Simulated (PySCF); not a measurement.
Species: BBiH6.
Structure used (PBE0-D3(BJ)/def2-SVP), in Å, numbered top down from 1:
```
atom  x, y, z in Å
B1    -1.419    0.018   -0.006
Bi2    1.018    0.287   -0.012
H3    -1.686    0.878    0.809
H4    -1.456   -1.140    0.352
H5    -1.614    0.260   -1.180
H6     1.797    1.820   -0.471
H7     2.050   -0.724   -1.050
H8     2.001    0.052    1.453
```

Computed with PBE0-D3(BJ)/def2-SVP geometry optimisation, gas phase, def2 core potentials past Kr (PySCF 2.14.0).

Which atoms are bound to Bi2, and at what distances?

4 atoms: H7 1.780 Å, H6 1.780 Å, H8 1.780 Å, B1 2.452 Å. The nearest atom not counted as bound is H4, at 2.88 Å (others tie with it).

List the angles at Bi2.

```csv
angle,degrees,distance of the outer atoms (Å)
B1–Bi2–H8,122.2,3.72
B1–Bi2–H6,122.0,3.72
B1–Bi2–H7,121.0,3.70
H6–Bi2–H8,94.9,2.62
H6–Bi2–H7,94.9,2.62
H7–Bi2–H8,94.9,2.62
```

Describe the arrangement about Bi2 in numbers.

Angles from 94.9° to 122.2°; τ4 = (360° − α − β)/141° = 0.82 with α and β the two widest (0 for a square, 1 for a tetrahedron).

What are the other bond lengths?

B1–H3, B1–H4, B1–H5 1.214 Å.

What are the rotational constants (commonest isotopes, rigid rotor)?

A = 44743, B = 5574, C = 5574 MHz: a prolate symmetric top.

Point group: C3v (tolerance 0.08 Å). Charge 0, singlet. No PBE0-D3(BJ)/def2-SVP frequencies stand behind this structure, so it isn't proved a minimum.
